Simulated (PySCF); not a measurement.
A GIAO shielding run with PySCF 2.14 (density fitting, non-relativistic, gas phase) on `CC[C@@]1(O[C@H](C)F)CCO1`, C$_{7}$H$_{13}$FO$_{2}$:

```
$ OMP_NUM_THREADS=1 python probes_run.py task.json out

{"job": {"kind": "nmr", "xc": "PBE0", "basis": "pcSseg-1"}, "charge": 0, "multiplicity": 1}
C     -1.398717    -1.294570    -1.601186
C     -0.740159    -1.495570    -0.248128
C     -0.427854    -0.195706     0.462306
O      0.369468     0.675249    -0.312199
C      1.677490     0.298505    -0.519342
C      2.490890     1.517111    -0.855065
F      1.751045    -0.590120    -1.580792
C     -1.572188     0.616996     1.076518
C     -0.785002     0.448186     2.377507
O      0.156486    -0.419901     1.739629
H     -1.648963    -2.260179    -2.064040
H     -0.725231    -0.753646    -2.279393
H     -2.331894    -0.715047    -1.513572
H     -1.383161    -2.082815     0.426532
H      0.200591    -2.058671    -0.354408
H      2.062697    -0.238371     0.365115
H      2.500759     2.209161    -0.002181
H      3.522206     1.230017    -1.100122
H      2.041940     2.025119    -1.720484
H     -2.546423     0.111730     1.054284
H     -1.657648     1.633636     0.674783
H     -1.307903    -0.057983     3.205067
H     -0.309182     1.365866     2.763534
```

Hardware: 1 thread of an Arm Neoverse V2, shared host. The job also computes population analyses, field gradients, ring-centre shieldings.

(1) How large is the calculation?

(2) How long does it take, and how much memory does it need?

Answers

(1) 80 electrons, 235 basis functions and 1214 auxiliary functions.

(2) 64 s of wall time, with 14 SCF cycles and 4 response iterations; peak memory 1.1 GiB. Times on a shared host scatter by some tens of per cent.
